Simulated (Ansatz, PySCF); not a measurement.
Species: sum formula AlOCl (charge 0, singlet). 
Structure (B3LYP-D3(BJ)/def2-TZVP (Ansatz, a first-principles code) minimum search):
```
Al
O 1 1.5967
Cl 1 2.0671 2 180.00
```
Charge 0, spin multiplicity 1.

Total electronic energies in hartree. Cores are frozen in the correlated levels unless marked. Spin-orbit coupling is left out. Non-relativistic. Basis-set limits of correlation are two-point, X^-3; Hartree-Fock from the larger set.

```
level                                        program  energy (Eh)
------------------------------------  --------------  -----------
HF/6-31G*                                     Ansatz   -776.27829
RI-HF/cc-pV(Q+d)Z                             Ansatz   -776.39460
PBE-D3(BJ)/def2-TZVPD                 Ansatz + dftd3   -777.56895
HSE06/def2-TZVPD                              Ansatz   -777.59537
B2GP-PLYP-D4/def2-TZVPD               Ansatz + dftd4   -777.57769
B2GP-PLYP/def2-TZVPD                          Ansatz   -777.57674
B2PLYP-D3(BJ)/def2-TZVPD              Ansatz + dftd3   -777.68067
MP2/aug-cc-pV(T+d)Z                           Ansatz   -776.90420
MP2/cc-pV(T+d)Z                               Ansatz   -776.89004
SCS-MP2/cc-pV(Q+d)Z                           Ansatz   -776.93644
CCSD/cc-pVTZ                                  Ansatz   -776.89015
CCSD(T)/6-31G                                 Ansatz   -776.43378
CCSD(T)/cc-pVDZ                                PySCF   -776.72606
CCSD(T)/cc-pVTZ                               Ansatz   -776.91546
CCSD(T)/CBS(cc-pV(T+d)Z,cc-pV(Q+d)Z)          Ansatz    -777.0076
```

Totals of different functionals don't rank their quality; only differences between species are comparable.
